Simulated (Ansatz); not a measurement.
Reaction (hydrogenolysis of a C–C bond): `C[CH]([AlH2])CO` + H₂ → `C[CH2][AlH2]` + CH₃OH

Gas-phase electronic energies from Ansatz, PBE0-D4/def2-TZVP geometries. CCSD(T)/CBS is the MP2 limit (def2-TZVPP, def2-QZVPP) plus CCSD(T) − MP2 in def2-TZVPP, frozen cores. This one scheme is used for every species. Functionals use def2-TZVPP. B3LYP here is the variant with VWN-RPA as its local correlation; programs differ in this. One conformer a species, not always the lowest.

CCSD(T)/CBS gives -0.52 eV.

(1) Another level gave -0.51 eV. Which?
A. PBE-D4/def2-TZVPP
B. B3LYP-D4/def2-TZVPP
C. PBE0/def2-TZVPP
D. B3LYP/def2-TZVPP

Largest T1 diagnostic among the species: 0.010.

Answers

(1) A. PBE-D4 -0.51, PBE0 -0.62, B3LYP-D4 -0.57, B3LYP -0.70 eV.

In def2-TZVPP, CCSD(T) changes the Hartree–Fock value by +0.30 eV (the triples alone add +0.06 eV) and MP2 by +0.35 eV. From PBE to PBE0 (25 % exact exchange), in def2-TZVPP and without D4, ΔE moves by −0.03 eV.
